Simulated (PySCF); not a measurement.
Species: C₆H₁₃NO.
Cartesian coordinates in Å at the PBE0-D3(BJ)/def2-SVP level; atoms count from 1:
```xyz
21
C6H13NO angstrom
C      1.8946   -0.2545   -0.0653
N      0.8165    0.5783    0.4161
C      1.1514    1.6696    1.1566
O      2.2767    2.0099    1.4531
C     -0.6093    0.2798    0.1372
C     -0.7296   -0.9881   -0.7087
C     -1.3544    0.0500    1.4572
C     -1.2356    1.4404   -0.6447
H      2.8269    0.2030    0.2888
H      1.9220   -0.3037   -1.1647
H      1.8348   -1.2807    0.3289
H      0.2624    2.2532    1.4843
H     -1.7938   -1.1853   -0.9005
H     -0.2309   -0.8841   -1.6824
H     -0.3167   -1.8682   -0.1962
H     -1.3588    0.9499    2.0887
H     -0.8806   -0.7628    2.0278
H     -2.4022   -0.2271    1.2657
H     -2.2817    1.2131   -0.9001
H     -1.2300    2.3756   -0.0669
H     -0.6821    1.6154   -1.5794
```

Computed with TDDFT wB97X-D/def2-SVPD, vertical, gas phase, core orbitals frozen in the response (PySCF).

Transition dipole moments from the ground state, in atomic units and in the frame of the coordinates above (overall signs are arbitrary), for the states with f of 0.002 or more among the lowest 6:

| state | E (eV) | μx | μy | μz |
| --- | --- | --- | --- | --- |
| S2 | 6.902 | -0.552 | -0.758 | -0.532 |
| S4 | 7.550 | 0.333 | 0.268 | 0.198 |
| S5 | 7.842 | -0.011 | -0.139 | 0.210 |
| S6 | 8.175 | 0.019 | 0.156 | -0.232 |

Problem. Work out the oscillator strengths.

Solution. f = (2/3) ΔE |μ|² with ΔE in hartree (27.2114 eV).

```json
{"state": "S2", "|μ|² (au)": "1.162", "|μ| (D)": "2.74", "f": "0.197"}
{"state": "S4", "|μ|² (au)": "0.222", "|μ| (D)": "1.20", "f": "0.041"}
{"state": "S5", "|μ|² (au)": "0.064", "|μ| (D)": "0.64", "f": "0.012"}
{"state": "S6", "|μ|² (au)": "0.079", "|μ| (D)": "0.71", "f": "0.016"}
```

Problem. The point group is Cs. Which irreducible representation does each state belong to?

Solution. The ground state is totally symmetric, so the direction of μ fixes the label. Polarised normal to the mirror plane, so A″: S5 and S6. Polarised in the mirror plane, so A′: S2 and S4.

Problem. Which bond between heavy atoms lies closest to the direction of the S2 transition dipole?

Solution. N2–C3, at 17° from it; next C5–C6 at 26°.

Problem. What angle do the transition dipoles of S2 and S6 make?

Solution. |cos θ| = |μa·μb| / (|μa| |μb|) = 0.02, so θ ≈ 89° (taken between 0 and 90°, since the signs are arbitrary).

Problem. What peak molar absorption coefficient would the strongest computed level give as a lone Gaussian band 0.3 eV wide at half height?

Solution. ε(max) = 2.175×10⁸ f / FWHM, with the width in cm⁻¹. S2: 2.175×10⁸ × 0.1966 / 2420 ≈ 18000 L mol⁻¹ cm⁻¹.

One conformer stands for the species.
